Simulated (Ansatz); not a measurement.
`C[CH](C)[GeH]` + HCl → `[Cl][GeH]` + `CCC` at 700 K and 1 bar (ligand exchange at a Ge–C bond).

Isolated molecules relaxed with PBE0-D4/def2-TZVP in Ansatz; ΔE leaves out vibrations. CCSD(T)/CBS is the MP2 limit (def2-TZVPP, def2-QZVPP) plus CCSD(T) − MP2 in def2-TZVPP, frozen cores. This one scheme is used for every species. For Ge outer-core shells are correlated without core-valence functions, which leaves a few kJ/mol of doubt a bond. Scalar relativity is left out up to krypton.

```json
{"species": "`C[CH](C)[GeH]`", "CCSD(T)/CBS energy (Eh)": "-2195.04052", "H − E (kJ/mol)": "334.8", "S (J/(mol·K))": "454.9"}
{"species": "HCl", "CCSD(T)/CBS energy (Eh)": "-460.38127", "H − E (kJ/mol)": "38.4", "S (J/(mol·K))": "211.8"}
{"species": "`[Cl][GeH]`", "CCSD(T)/CBS energy (Eh)": "-2536.49422", "H − E (kJ/mol)": "48.2", "S (J/(mol·K))": "304.3"}
{"species": "`CCC`", "CCSD(T)/CBS energy (Eh)": "-118.98051", "H − E (kJ/mol)": "329.4", "S (J/(mol·K))": "356.3"}
```

H − E and S are ideal-gas, rigid-rotor, harmonic terms from PBE0-D4/def2-TZVP, for one conformer and one mirror image of each species. 1 Eh = 2625.50 kJ/mol, R = 8.31446 J/(mol·K).

Q: By hand: ΔE, ΔH, ΔS and ΔG.

A: ΔE = (-2536.49422) + (-118.98051) − (-2195.04052) − (-460.38127) = -0.05294 Eh = -139.0 kJ/mol. Δ(H − E) = 48.2 + 329.4 − 334.8 − 38.4 = 4.4, so ΔH = -134.6 kJ/mol. ΔS = 304.3 + 356.3 − 454.9 − 211.8 = -6.1 J/(mol·K). ΔG = -134.6 − 700 × (-6.1)/1000 = -130.3 kJ/mol.

Q: By hand: the equilibrium constant, and the temperature at which ΔG would vanish if ΔH and ΔS stayed fixed.

A: log₁₀ K = −ΔG/(RT ln 10) = 9.7. ΔG = 0 at ΔH/ΔS = 22066 K, far beyond where these terms or the molecules hold.

The number of gas molecules stays the same, so ΔS is small and ΔH decides. A doubt of 5 kJ/mol in ΔE shifts log₁₀ K by 0.4 here. Other conformers and mirror images would add mixing entropy, several J/(mol·K) or more a flexible species. Modes under 60 cm⁻¹, often nearly free rotors, make the harmonic entropy too high. These are equilibria of isolated gas molecules and say nothing of rates. Largest T1 diagnostic: 0.013 (customary marks: 0.02 for closed shells, 0.045 for open ones).
